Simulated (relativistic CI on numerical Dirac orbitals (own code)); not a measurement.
## Sensitivity of the levels of Cs to α and to the nuclear radius

Computed by Dirac-Coulomb-Breit CI, orbitals from a KLI potential per configuration, valence Slater integrals scaled by 0.85, P86 correlation energy added to each configuration, derivatives by finite differences, QED left out (own radial code, finite nucleus).

Configurations in the expansion (outside the closed core [Xe]): 6s, 6p, 5d, 7s, 7p, 6d, 7d, 5f. Levels of other configurations are missing.

With x = (α/α₀)² − 1 an excitation energy changes as ω = ω₀ + qx; K = 2q/ω₀ is the relative enhancement. Terms are leading LS components, so labels can repeat. The field-shift factor is F = δν/δ⟨r²⟩ for the transition from the lowest level.

Lowest level 6s ²S1/2.

```csv
Level,ω₀ (cm⁻¹),q (cm⁻¹),K,F (GHz/fm²)
6p ²P°1/2,10000.6,901.7,0.18,-1.67
6p ²P°3/2,10380.7,1319,0.254,-1.69
5d ²D5/2,14306.4,1969,0.275,-1.86
5d ²D3/2,14384.0,2070,0.288,-1.88
7s ²S1/2,17515.5,901.2,0.103,-1.15
7p ²P°1/2,20813.4,1150,0.11,-1.63
7p ²P°3/2,20937.8,1285,0.123,-1.64
6d ²D5/2,21775.7,1646,0.151,-1.75
6d ²D3/2,21846.0,1724,0.158,-1.76
7d ²D5/2,25278.6,1492,0.118,-1.7
7d ²D3/2,25347.2,1560,0.123,-1.7
5f ²F°7/2,27085.8,1266,0.0934,-1.61
5f ²F°5/2,27086.5,1266,0.0935,-1.61
```

For a near-neutral ion this model can misplace configurations by up to about 10,000 cm⁻¹ (more where the count of f electrons changes) and terms by 10 to 25 % of their spread. Rates follow the energies as ν³ (E1, M1) or ν⁵ (E2), so they and the lifetimes can be off by large factors. The fine structure of a lone outer electron comes out too small, for d and f at times inverted, and misplaced configurations move strength between like terms.
